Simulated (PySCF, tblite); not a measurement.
C₅H₉NO.
Atom-mapped SMILES: `[H]/[N:7]=[CH:6]/[O:5][CH2:4][C:2](=[CH2:1])[CH3:3]` (hydrogens: H8, H9 on C1; H10, H11, H12 on C3; H13, H14 on C4; H15 on C6; H16 on N7)

Computed with GFN2-xTB (tblite), gas phase: Langevin dynamics at 300 K from the optimised GFN2-xTB geometry, time step 0.5 fs, friction 0.01 fs⁻¹, 2000 steps. Over the second half of the run the saved frames average 313 K.

Frame at 250 fs, instantaneous temperature 365 K:
```
atom  x, y, z in Å
C1     -1.568    0.952    1.663
C2     -1.504    0.062    0.713
C3     -2.573   -0.344   -0.280
C4     -0.204   -0.564    0.404
O5      0.786    0.399    0.133
C6      1.897   -0.107   -0.368
N7      2.140   -1.336   -0.761
H8     -0.732    1.062    2.323
H9     -2.435    1.579    1.831
H10    -2.782   -1.394   -0.173
H11    -2.141   -0.204   -1.286
H12    -3.461    0.212   -0.234
H13    -0.242   -1.285   -0.345
H14     0.216   -1.142    1.260
H15     2.598    0.679   -0.389
H16     3.038   -1.504   -1.051
```

Frame at 425 fs, instantaneous temperature 288 K:
```
atom  x, y, z in Å
C1     -1.898    0.767    2.178
C2     -1.886    0.155    0.987
C3     -3.048    0.211    0.021
C4     -0.809   -0.824    0.582
O5      0.450   -0.304    0.929
C6      1.466   -0.465    0.127
N7      1.442   -1.310   -0.896
H8     -1.098    0.777    2.875
H9     -2.761    1.346    2.456
H10    -3.498   -0.747   -0.217
H11    -2.708    0.749   -0.847
H12    -3.819    0.749    0.501
H13    -0.756   -0.984   -0.520
H14    -0.979   -1.793    1.131
H15     2.322    0.187    0.422
H16     2.241   -1.248   -1.517
```

Frame at 625 fs, instantaneous temperature 206 K:
```
atom  x, y, z in Å
C1     -1.583    0.368    2.245
C2     -1.687    0.209    0.972
C3     -2.981    0.158    0.178
C4     -0.453    0.108    0.043
O5      0.614   -0.524    0.720
C6      1.587   -1.168    0.121
N7      1.707   -1.176   -1.120
H8     -0.589    0.402    2.538
H9     -2.468    0.381    2.844
H10    -3.049   -0.769   -0.358
H11    -3.079    1.028   -0.465
H12    -3.895    0.272    0.871
H13    -0.195    1.177   -0.319
H14    -0.689   -0.388   -0.848
H15     2.318   -1.536    0.872
H16     2.522   -1.738   -1.479
```

Frame at 800 fs, instantaneous temperature 374 K:
```
atom  x, y, z in Å
C1     -1.348    0.151    2.746
C2     -1.399    0.321    1.464
C3     -2.659    0.740    0.840
C4     -0.314   -0.007    0.459
O5      0.636   -0.825    1.068
C6      1.769   -1.242    0.446
N7      2.161   -0.898   -0.697
H8     -0.442   -0.234    3.300
H9     -2.145    0.317    3.476
H10    -3.187    0.050    0.263
H11    -2.526    1.615    0.278
H12    -3.273    1.009    1.722
H13     0.046    0.856   -0.086
H14    -0.845   -0.671   -0.204
H15     2.238   -1.944    1.177
H16     2.908   -1.492   -1.053
```

Frame at 1000 fs, instantaneous temperature 271 K:
```
atom  x, y, z in Å
C1     -0.244    0.609    2.452
C2     -1.014    0.648    1.379
C3     -2.104    1.646    1.103
C4     -0.783   -0.223    0.203
O5      0.144   -1.248    0.370
C6      1.451   -0.894    0.262
N7      1.791    0.272   -0.036
H8      0.510   -0.131    2.530
H9     -0.368    1.259    3.292
H10    -3.096    1.148    1.249
H11    -2.083    2.012    0.126
H12    -2.028    2.530    1.733
H13    -0.340    0.268   -0.612
H14    -1.703   -0.732   -0.223
H15     2.133   -1.759    0.446
H16     2.778    0.476   -0.075
```

**Question.** What do single points at PBE0/pcSseg-1 (PySCF, gas phase) give on these frames?

**Answer.** 
| t (fs) | GFN2-xTB E above start (eV) | DFT E above lowest frame (eV) | HOMO (eV) | LUMO (eV) | dipole (D) |
| --- | --- | --- | --- | --- | --- |
| 250 | 0.59 | 0.22 | -7.35 | 0.14 | 0.67 |
| 425 | 0.43 | 0.02 | -7.27 | 0.09 | 0.92 |
| 625 | 0.58 | 0.18 | -7.42 | 0.58 | 0.52 |
| 800 | 0.67 | 0.20 | -7.31 | 0.55 | 0.85 |
| 1000 | 0.39 | 0.00 | -7.00 | 0.57 | 0.68 |

The two levels order the frames alike by energy but for pairs within 0.08 eV at one level; measured from each level's lowest frame they differ by 0.08 eV at most. The HOMO–LUMO gap runs from 7.36 to 8.00 eV. These are instantaneous structures, not minima.

**Question.** And the isotropic GIAO shieldings (ppm) from the same runs?

**Answer.** 
```csv
atom,250 fs,425 fs,625 fs,800 fs,1000 fs,mean,range
C1,65.2,65.3,73.6,71.6,71.8,69.5,8.4
C2,41.3,32.0,35.6,46.1,45.7,40.1,14.1
C3,161.7,163.4,159.5,166.7,167.8,163.8,8.3
C4,121.9,115.7,118.2,121.2,121.5,119.7,6.2
O5,155.0,151.7,177.7,165.5,162.7,162.5,26.0
C6,11.3,9.3,28.1,20.7,22.1,18.3,18.8
N7,-9.0,-13.3,8.4,11.3,0.9,-0.3,24.6
H8,26.1,26.1,26.2,25.8,27.1,26.3,1.3
H9,26.0,26.2,26.0,25.9,26.5,26.1,0.6
H10,30.0,30.0,30.1,31.0,29.3,30.1,1.7
H11,29.5,30.0,29.8,31.1,31.4,30.4,1.9
H12,30.8,30.7,28.6,29.2,29.8,29.8,2.2
H13,27.9,25.2,26.4,27.0,26.6,26.6,2.7
H14,27.2,26.5,27.6,27.8,26.8,27.2,1.3
H15,24.3,22.9,23.5,23.5,23.1,23.5,1.4
H16,22.7,22.6,23.2,23.5,23.0,23.0,0.9
```

What follows is the cost of the whole dynamics run. The run took 9.8 s on one thread, Intel Xeon Platinum 8488C (x86_64), no GPU, shared host with 96 logical CPUs at a one-minute load of 27, and the process peaked at 0.18 GiB of memory.
